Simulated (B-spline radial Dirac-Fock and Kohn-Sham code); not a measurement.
Z = 65 (terbium), transition energy 100 keV. Calculated with a radial atomic solver, using a Dirac-Hartree-Slater potential of the neutral atom with a Latter tail (no hole, which puts coefficients of high multipoles low close above an edge), finite nucleus with surface currents. Subshells that would emit electrons below 1 keV are left out.

Question: A pure transition shows α(K) = 14.3, L1/L2 = 0.0192 and L1/L3 = 0.0226. What is its multipolarity?
A. E4
B. M2
C. M1
D. E3
E. M3
F. M4
G. E1
H. E2

Answer: A. For comparison, α(K), L1/L2, L1/L3 are E1 0.252, 4.51, 3.68; E2 1.14, 0.199, 0.198; E3 4.07, 0.0286, 0.0319; M1 1.87, 11.7, 70.7; M2 15.8, 8.36, 5.03; M3 80.9, 5.85, 1.02; M4 378, 4.43, 0.438.
